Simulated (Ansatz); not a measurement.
System: sum formula SiNH4, charge 0, multiplicity 2. It need not be the lowest isomer of its formula. 
Structure (B3LYP-D3(BJ)/def2-TZVP (Ansatz, a first-principles code) minimum search):
SMILES: [NH][SiH3]
```xyz
6

N      1.1558    -0.3137    -0.3124
Si    -0.4627     0.1681     0.1635
H      1.1601    -1.0363    -1.0369
H     -1.0917    -0.9642     0.8949
H     -1.3071     0.5003    -1.0142
H     -0.3738     1.3424     1.0542
```
Charge 0, spin multiplicity 2.

Property: vertical electron affinity (to the singlet state of charge -1; a negative value means that the extra electron is unbound and the number depends on the basis; each state is the SCF solution reached for its spin), in eV. Valence correlation only, unless marked. UHF or UKS for open shells. Spin-orbit coupling is left out. No relativistic terms. Anions need diffuse functions: aug- sets have them; def2-D sets add few. Basis-set limits of correlation are two-point, X^-3; Hartree-Fock from the larger set. [CCSD(T)-MP2]/basis is that difference in the basis named.

```tsv
level	program	vertical electron affinity (eV)
HF/aug-cc-pV(T+d)Z	Ansatz	-0.08
HF/def2-TZVPPD	Ansatz	-0.11
HF/aug-cc-pV(Q+d)Z	Ansatz	-0.08
SVWN5/def2-TZVPD	Ansatz	1.98
PBE0/def2-TZVPD	Ansatz	1.48
BHLYP/def2-TZVPD	Ansatz	1.20
CAM-B3LYP/def2-TZVPD	Ansatz	1.56
wB97X/def2-TZVPD	Ansatz	1.53
MP2/def2-SVPD	Ansatz	1.65
MP2/def2-TZVPPD	Ansatz	1.84
RI-MP2/aug-cc-pV(Q+d)Z	Ansatz	1.98
RI-MP2/def2-TZVPPD	Ansatz	1.84
RI-MP2/def2-QZVPPD	Ansatz	1.93
RI-MP2/CBS(aug-cc-pV(T+d)Z,aug-cc-pV(Q+d)Z)	Ansatz	2.02
RI-MP2/CBS(def2-TZVPPD,def2-QZVPPD)	Ansatz	1.99
SCS-MP2/aug-cc-pV(D+d)Z	Ansatz	1.65
SCS-MP2/def2-SVPD	Ansatz	1.53
CCSD/aug-cc-pV(D+d)Z	Ansatz	1.41
RI-MP2/CBS(aug-cc-pV(T+d)Z,aug-cc-pV(Q+d)Z)+[CCSD(T)-MP2]/aug-cc-pV(D+d)Z	Ansatz	1.79
RI-MP2/CBS(def2-TZVPPD,def2-QZVPPD)+[CCSD(T)-MP2]/def2-SVPD	Ansatz	1.77
RI-MP2/CBS(aug-cc-pV(T+d)Z,aug-cc-pV(Q+d)Z)+[CCSD(T)-MP2]/aug-cc-pV(T+d)Z	Ansatz	1.77
```
